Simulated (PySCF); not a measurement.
Bond curve of MgTl

Set-up: Mg cc-pVDZ, Tl cc-pVDZ-PP with ECP60; scalar-relativistic core potentials (PySCF 2.14). Energies in eV from Mg + Tl in their ground configurations at the same level. State: ²Π (doublet), unpaired electrons π ↑.

All columns are PBE0. A positive dipole means Mg(−)Tl(+).

| R (Å) | E (eV) | μ (D) | Mulliken charge on Mg (basis-dependent) | HOMO (eV) | LUMO (eV) | Mayer bond order | ⟨S²⟩ |
| --- | --- | --- | --- | --- | --- | --- | --- |
| 2.621 | -0.171 | -0.74 | 0.07 | -3.83 | -2.34 | 1.24 | 0.76 |
| 2.743 | -0.304 | -0.74 | 0.07 | -3.74 | -2.26 | 1.14 | 0.76 |
| 2.865 | -0.374 | -0.73 | 0.06 | -3.66 | -2.19 | 1.04 | 0.76 |
| 2.957 | -0.396 | -0.72 | 0.06 | -3.61 | -2.14 | 0.96 | 0.76 |
| 3.048 | -0.401 | -0.71 | 0.06 | -3.56 | -2.10 | 0.89 | 0.76 |
| 3.139 | -0.393 | -0.71 | 0.06 | -3.52 | -2.06 | 0.82 | 0.76 |
| 3.261 | -0.370 | -0.71 | 0.06 | -3.48 | -2.05 | 0.72 | 0.76 |
| 3.414 | -0.329 | -0.70 | 0.05 | -3.44 | -2.07 | 0.61 | 0.76 |
| 3.597 | -0.273 | -0.70 | 0.05 | -3.40 | -2.07 | 0.49 | 0.76 |
| 3.841 | -0.204 | -0.68 | 0.04 | -3.37 | -2.06 | 0.35 | 0.75 |

A fit through these points gives, at Re = 3.032 Å, μ = -0.71 D and dμ/dR = 0.0625 D/Å; the reduced mass is 21.47 u.

**Question.** How strong is the fundamental in the double-harmonic approximation, I = 42.26·(dμ/dR)²/μred km/mol?

**Answer.** I = 42.26·(0.0625)²/21.47 = 0.00769 km/mol at PBE0.

Spin–orbit coupling is left out, which matters for elements this heavy, above all for dissociation energies. The state was picked by a PBE0 search and need not be the measured ground state.
